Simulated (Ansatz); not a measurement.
Problem. Name a neutral molecule of C, Ga and H with zero-point energy (PBE0-D4/def2-TZVP) between 216 and 232 kJ/mol and LUMO energy (ωB97M-V/def2-TZVPP) between 0.25 and 0.55 eV (Ansatz, PBE0-D4/def2-TZVP geometry).

Solution. `C1[CH2][GaH][CH2]1` (228.4 kJ/mol, 0.47 eV); `C#C[CH2][GaH][CH3]` (230.3 kJ/mol, 0.45 eV). Other molecules can fit too; these were computed, each in one conformer that needn't be the lowest.
